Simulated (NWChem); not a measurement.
# Total energies of CH₅Si

```
C
H 1 1.1013
H 1 1.1013 2 108.13
H 1 1.1042 2 108.04 3 -116.70
Si 1 1.8929 2 110.94 3 121.87
H 5 1.4971 1 111.67 2 58.50
H 5 1.4971 6 109.35 1 -124.10
```
Charge 0, spin multiplicity 2.

The numbers come from NWChem runs, not from measurements. All single points use one geometry, from UB3LYP/def2-SVP, a minimum by its harmonic frequencies.

Basis set: 6-31G* (42 functions).

```csv
method,total energy (Ha)
UHF,-329.64977
UMP2,-329.84841
UB2PLYP,-330.33493
UPBE,-330.31368
UB3LYP,-330.55612
UBHandHLYP,-330.50317
```

Total energies of different functionals aren't comparable as a measure of quality: only differences taken within one method are. 

The correlated methods keep 6 core orbitals frozen. B3LYP has NWChem's definition, with VWN1-RPA local correlation. The Pople sets run with spherical d functions. The structure started from a generated list of species. The unpaired electrons of the parent sit in orbitals of symmetry a' (Cs labels of the run); other states weren't searched. The stability of the SCF solutions was not checked. Open-shell Hartree-Fock references start from PBE0 orbitals.
